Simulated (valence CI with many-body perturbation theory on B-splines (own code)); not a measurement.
## Xe32+ in brief

Calculated by valence CI with perturbative core correlation (CI+MBPT): four valence electrons over a frozen Dirac-Fock core [Ar], a basis of 7 s, 7 p, 8 d, 6 f, 4 g, 1 h functions for each j, with the one-electron correlation potential Σ1 (screened to all orders), the two-electron term Σ2, the three-electron term Σ3, Breit, model QED; selected single and double excitations, second order for the rest, scaled by the run's own slope (own B-spline code, finite nucleus).

No measured spectrum was set against this ion. As an estimate, large intervals hold to a few tenths of a per cent, small ones and those within an open d or f shell to about a per cent. Only levels of the ground parity were solved; by the run's estimate the other parity begins above the list, which can be wrong where configurations are misplaced.

Levels are named by their leading jj configuration (3d3/2^4 stands for four electrons in 3d with j = 3/2), which in mixed levels can hold well under half, so a name can repeat and another be missing.

Rates and lifetimes use the calculated energies. Strong lines usually hold to 10 to 20 %, long lifetimes can be off by a factor of two.

Question: What is the ground level?

Answer: (3d3/2^4) J=0, composition 50 % 3d4 3P + 42 % 3d4 5D + 8 % 3d4 1S.

Question: Name the longest-lived excited levels whose lifetime is computed, and their main decay.

Answer: (3d3/2^3 3d5/2) J=4 at 146220 cm⁻¹ lives 59500 s, mostly by E2 to (3d3/2^3 3d5/2) J=2.

Question: How well does LS coupling describe the low levels?

Answer: Among the lowest 20 levels the leading LS term, summed over configurations, holds 54 % on average. For single configurations the figures are 54 % in LS and 82 % in jj coupling. Terms mix most in the J = 4 level at 146220 cm⁻¹, where the leading one holds 32 %.

Question: What is the ionisation energy?

Answer: 2023.4 eV; NIST lists 2023 ± 4 eV (theoretical).
